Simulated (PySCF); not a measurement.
**C₆ coefficients of unlike pairs at PBE**

Calculated with PySCF 2.14 from the dipole response of each species, C₆(A,B) = (3/π) ∫ α_A(iu) α_B(iu) du, in atomic units, from isotropic polarisabilities. For ions this is the dispersion term alone; charge-induced terms of lower order in 1/R come first.

| species | configuration | basis | relativity | α (bohr³) | C₆ (like pair) |
| --- | --- | --- | --- | --- | --- |
| Fe³⁺ | [Ar] 3d5 (6S) | aug-cc-pVTZ with one added diffuse shell each of s, p, d, f, g type (9s8p6d4f3g) | none | 1.927 | 4.718 |
| Cs | [Xe] 6s1 (2S) | aug-cc-pwCVTZ-X2C with one added diffuse shell each of s, p, d, f type (12s11p9d5f) | spin-free X2C | 471.0 | 8606 |
| Pd⁺ | [Kr] 4d9 (2D) | aug-cc-pVTZ-DK (9s8p6d3f2g) | spin-free X2C | 11.88 | 72.85 |
| Rh⁺ | [Kr] 4d8 (3F) | aug-cc-pwCVTZ-DK (11s10p8d4f3g) | spin-free X2C | 13.74 | 86.26 |

(1) Estimate C₆ for Rh⁺ with Cs.

No spin-orbit coupling is included.

The other pairs:

```json
{"pair": "Pd⁺, Fe³⁺", "C₆": "17.47"}
{"pair": "Rh⁺, Pd⁺", "C₆": "79.17"}
{"pair": "Pd⁺, Cs", "C₆": "459.6"}
{"pair": "Rh⁺, Fe³⁺", "C₆": "18.70"}
{"pair": "Cs, Fe³⁺", "C₆": "84.61"}
```

## Answers

(1) The integral gives 520.8. The combination rule 2 C_A C_B / (C_A α_B/α_A + C_B α_A/α_B) gives 462.8 and the geometric mean 861.6.
